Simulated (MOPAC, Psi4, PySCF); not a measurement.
Relaxed torsion scan: SMILES C(=Cc1ccc[se]1)c1nccs1, singlet. Scanned: dihedral C1–C2–C3–Se7; all other coordinates were relaxed at GFN2-xTB. Points at φ and −φ are mirror images. Heavy atoms are numbered in the order of the SMILES C(=Cc1ccc[se]1)c1nccs1, hydrogens after them in the order of the atoms that carry them; the mirror image has the same energies with the sign of each dihedral reversed.

Methods: RHF/LANL2DZ = restricted Hartree-Fock/LANL2DZ, with its core potentials past Ne // GFN2-xTB in PySCF 2.14.0; RKS-B3LYP/6-31G* = PySCF with restricted B3LYP/6-31G*, spherical d, density fitting // GFN2-xTB; PM3, restricted, heats of formation // GFN2-xTB (MOPAC); PBE-D3(BJ)/def2-SVP // GFN2-xTB (Psi4).

Energies relative to the lowest point of each profile, in kcal/mol; the last columns give the difference from PBE-D3(BJ):

```
φ / °  RHF/LANL2DZ  RKS-B3LYP/6-31G*  PM3  PBE-D3(BJ)/def2-SVP  RHF/LANL2DZ − PBE-D3(BJ)/def2-SVP  RKS-B3LYP/6-31G* − PBE-D3(BJ)/def2-SVP  PM3 − PBE-D3(BJ)/def2-SVP
-----  -----------  ----------------  ---  -------------------  ---------------------------------  --------------------------------------  -------------------------
-165           1.8               1.4  0.8                  1.5                                0.3                                    -0.1                       -0.7
-150           1.9               1.9  1.1                  2.2                               -0.3                                    -0.3                       -1.2
-135           2.4               2.9  1.6                  3.6                               -1.2                                    -0.7                       -2.0
-120           3.2               4.3  2.2                  5.4                               -2.2                                    -1.1                       -3.2
-105           3.9               5.7  2.4                  7.1                               -3.3                                    -1.4                       -4.8
-90            4.2               6.5  2.2                  8.0                               -3.9                                    -1.5                       -5.8
-75            4.2               6.0  2.3                  7.2                               -3.0                                    -1.2                       -4.9
-60            3.6               4.5  2.2                  5.4                               -1.8                                    -0.8                       -3.2
-45            2.4               2.8  1.5                  3.2                               -0.9                                    -0.5                       -1.7
-30            1.2               1.3  0.8                  1.5                               -0.3                                    -0.2                       -0.7
-15            0.3               0.3  0.2                  0.4                               -0.1                                    -0.1                       -0.2
0              0.0               0.0  0.0                  0.0                                0.0                                     0.0                        0.0
15             0.3               0.3  0.2                  0.4                               -0.1                                    -0.1                       -0.2
30             1.2               1.3  0.8                  1.5                               -0.3                                    -0.2                       -0.7
45             2.4               2.8  1.5                  3.2                               -0.9                                    -0.5                       -1.7
60             3.6               4.5  2.2                  5.4                               -1.8                                    -0.8                       -3.2
75             4.2               6.0  2.3                  7.2                               -3.0                                    -1.2                       -4.9
90             4.2               6.5  2.2                  8.0                               -3.9                                    -1.5                       -5.8
105            3.9               5.7  2.4                  7.1                               -3.3                                    -1.4                       -4.8
120            3.2               4.3  2.2                  5.4                               -2.2                                    -1.1                       -3.2
135            2.4               2.9  1.6                  3.6                               -1.2                                    -0.7                       -2.0
150            1.9               1.9  1.1                  2.2                               -0.3                                    -0.3                       -1.2
165            1.8               1.4  0.8                  1.5                                0.3                                    -0.1                       -0.7
180            1.7               1.2  0.7                  1.2                                0.5                                     0.0                       -0.5
```

RHF/LANL2DZ is furthest from PBE-D3(BJ)/def2-SVP at -90 (-3.9 kcal/mol, below); its mean absolute difference over the points is 1.5 kcal/mol.

RKS-B3LYP/6-31G* is furthest from PBE-D3(BJ)/def2-SVP at -90 (-1.5 kcal/mol, below); its mean absolute difference over the points is 0.7 kcal/mol.

PM3 is furthest from PBE-D3(BJ)/def2-SVP at -90 (-5.8 kcal/mol, below); its mean absolute difference over the points is 2.4 kcal/mol.
